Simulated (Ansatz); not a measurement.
`CB(S)Br` + H₂O → `CB(O)Br` + H₂S at 400 K and 1 bar (formal hydrolysis of a B–S bond).

Computed with Ansatz on PBE0-D4/def2-TZVP structures; ΔE is electronic, products minus reactants. CCSD(T)/CBS is the MP2 limit (def2-TZVPP, def2-QZVPP) plus CCSD(T) − MP2 in def2-TZVPP, frozen cores. This one scheme is used for every species. For Br outer-core shells are correlated without core-valence functions, which leaves a few kJ/mol of doubt a bond. Scalar relativity is left out up to krypton. One conformer a species, not always the lowest.

```csv
species,CCSD(T)/CBS energy (Eh),H − E (kJ/mol),S (J/(mol·K))
`CB(S)Br`,-3036.42757,162.5,359.2
H₂O,-76.37941,69.8,198.6
`CB(O)Br`,-2713.85644,174.2,342.5
H₂S,-398.97279,53.4,215.9
```

H − E and S are ideal-gas, rigid-rotor, harmonic terms from PBE0-D4/def2-TZVP, for one conformer and one mirror image of each species. 1 Eh = 2625.50 kJ/mol, R = 8.31446 J/(mol·K).

**Question.** By hand: ΔE, ΔH, ΔS and ΔG.

**Answer.** ΔE = (-2713.85644) + (-398.97279) − (-3036.42757) − (-76.37941) = -0.02225 Eh = -58.4 kJ/mol. Δ(H − E) = 174.2 + 53.4 − 162.5 − 69.8 = -4.7, so ΔH = -63.1 kJ/mol. ΔS = 342.5 + 215.9 − 359.2 − 198.6 = 0.6 J/(mol·K). ΔG = -63.1 − 400 × (0.6)/1000 = -63.3 kJ/mol.

**Question.** By hand: the equilibrium constant, and the temperature at which ΔG would vanish if ΔH and ΔS stayed fixed.

**Answer.** log₁₀ K = −ΔG/(RT ln 10) = 8.3. ΔH and −TΔS have one sign here, so there is no such temperature.

The number of gas molecules stays the same, so ΔS is small and ΔH decides. A doubt of 5 kJ/mol in ΔE shifts log₁₀ K by 0.7 here. Other conformers and mirror images would add mixing entropy, several J/(mol·K) or more a flexible species. These are equilibria of isolated gas molecules and say nothing of rates. Largest T1 diagnostic: 0.011 (customary marks: 0.02 for closed shells, 0.045 for open ones).

ΔS is within the doubt of such terms, so its sign, and with it that verdict, could turn.
